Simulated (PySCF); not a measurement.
Some computed properties have been withheld. Give your best values.

Species: C5H17AlN2.
Geometry (PBE0-D3(BJ)/def2-SVP, Å), atoms numbered from 1 in this order:
```
atom  x, y, z in Å
C1     2.435   -0.592   -1.752
N2     2.160    0.263   -0.632
C3     2.936    1.471   -0.655
Al4    1.059   -0.203    0.742
N5    -0.815    0.558    0.183
C6    -1.780    0.221    1.230
C7    -0.687    2.009    0.034
C8    -1.187   -0.056   -1.094
H9     3.511   -0.861   -1.827
H10    2.168   -0.126   -2.728
H11    1.872   -1.536   -1.674
H12    2.707    2.116   -1.533
H13    2.753    2.073    0.250
H14    4.029    1.273   -0.697
H15    1.257    0.654    2.088
H16    0.666   -1.761    0.793
H17   -1.454    0.660    2.182
H18   -1.824   -0.871    1.347
H19   -2.787    0.600    0.980
H20    0.082    2.226   -0.720
H21   -1.645    2.461   -0.279
H22   -0.372    2.449    0.990
H23   -1.247   -1.146   -0.972
H24   -0.412    0.170   -1.839
H25   -2.161    0.327   -1.448
```

```json
{"property": "point group", "level": "PBE0-D3(BJ)/def2-SVP", "value": "?"}
{"property": "rotational constants A, B, C", "level": "PBE0-D3(BJ)/def2-SVP", "value": "2.546, 1.006, 0.984 GHz"}
{"property": "dipole moment", "level": "B3LYP/def2-SVPD", "value": "4.65 D"}
{"property": "HOMO energy", "level": "B3LYP/def2-SVPD", "value": "-5.26 eV"}
{"property": "LUMO energy", "level": "B3LYP/def2-SVPD", "value": "?"}
{"property": "lowest singlet excitation", "level": "TDDFT B3LYP/def2-SVPD", "value": "4.57 eV (271 nm, f = 0.010)"}
{"property": "strongest line among the 10 lowest singlet transitions", "level": "TDDFT B3LYP/def2-SVPD", "value": "S9 at 6.41 eV (193 nm, f = 0.046)"}
{"property": "lowest triplet excitation (Tamm–Dancoff)", "level": "TDA B3LYP/def2-SVPD", "value": "4.52 eV"}
{"property": "static isotropic polarisability", "level": "B3LYP/def2-SVPD", "value": "111.4 au"}
{"property": "vertical ionisation energy", "level": "ΔSCF B3LYP/def2-SVPD", "value": "7.33 eV"}
{"property": "electronic spatial extent ⟨r²⟩ about the centre of nuclear charge", "level": "B3LYP/def2-SVPD", "value": "1473 bohr²"}
{"property": "13C chemical shifts (computed TMS as zero) by class", "level": "GIAO KT2/pcSseg-1", "value": "46.2 (C6/C7/C8), 44.9 (C1/C3) ppm"}
{"property": "1H chemical shifts (computed TMS as zero) by class", "level": "GIAO KT2/pcSseg-1", "value": "?"}
{"property": "isotropic shieldings of nuclei other than C and H, by class", "level": "GIAO KT2/pcSseg-1", "value": "210 (N5), 212 (N2), 422 (Al4) ppm"}
```

Gas-phase values; electronic properties from PySCF, density fitting. One conformer (not necessarily the lowest) at the PBE0-D3(BJ)/def2-SVP geometry, without solvent or vibrations. NMR classes are plain means over equivalent atoms (diastereotopic ones count apart unless rotation or inversion swaps them), as if these changed places fast; in this geometry the members of some classes differ.

(1) What is the LUMO energy?

(2) The 1H chemical shifts (computed TMS as zero) by class?

(3) The point group?

Answers

(1) -0.02 eV.

(2) 3.93 (H15/H16), 2.88 (H9/H10/H11/H12/H13/H14), 2.23 (H17/H18/H19/H20/H21/H22/H23/H24/H25) ppm.

(3) Cs.

The ΔSCF ionisation energy exceeds −ε(HOMO) by 2.07 eV with B3LYP. The principal polarisabilities are 104.6, 107.7 and 121.8 au; their mean is the isotropic value. The polarisability is 16.50 Å³ as a volume (1 au = 0.148185 Å³), or 1.50 au for each of the 74 electrons. The dipole matches unit charges of opposite sign 0.97 Å apart (1 e·Å = 4.8032 D).
